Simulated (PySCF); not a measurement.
Structure with atom numbers: `[SiH3:1][C:2]([SiH3:3])([SiH3:4])[CH:5]1[CH2:6][CH2:7][CH2:8]1`. Each H is labelled by its parent atom. Ha(C6), Ha(C7), Ha(C8) are cis to C2 on the ring; Hb(C6), Hb(C7), Hb(C8) are trans to C2 on the ring.

In vacuum, one computed conformer, relativity neglected, rapidly exchanging positions averaged. Geometry: GFN2-xTB; shielding tensors at PBE0/pcSseg-1 (GIAO); PySCF 2.14.

Shifts are taken against calculated references (same method and geometry level): TMS for 13C (σ = 186.93 ppm), 1H (σ = 31.72 ppm), 29Si (σ = 349.16 ppm).

```
               atoms  nucleus  count  Hirshfeld charge  δ (ppm)
       Ha(C6)/Ha(C8)       1H      2              0.03        ?
              Hb(C7)       1H      1              0.04     1.96
                  C5      13C      1             -0.03     36.5
               C6/C8      13C      2             -0.07     27.0
         Si1/Si3/Si4     29Si      3              0.29    -71.6
                  C7      13C      1             -0.07        ?
       Hb(C6)/Hb(C8)       1H      2              0.04     2.14
H(Si1)/H(Si3)/H(Si4)       1H      9             -0.07        ?
              Ha(C7)       1H      1              0.04     1.78
               H(C5)       1H      1              0.03     2.53
                  C2      13C      1             -0.22      1.8
```

Question: Fill in the missing shifts.

Answer: 
- C7: 15.8 ppm, sp3 CH2 in a ring; saturated and bonded to C and H only
- H(Si1)/H(Si3)/H(Si4): 3.92 ppm, hydrogen on a silicon bonded to C
- Ha(C6)/Ha(C8): 2.17 ppm, hydrogen on an sp3 CH2 in a ring

Shifts are as computed. Against solution values, carbons near 30 ppm lie about +3 ppm off and those near 130 ppm about +5 ppm. Of 1211 compounds with measured shifts, 218 miss one by over three times the rms of a fit or turn the order of signals round; such compounds aren't used in these exercises.
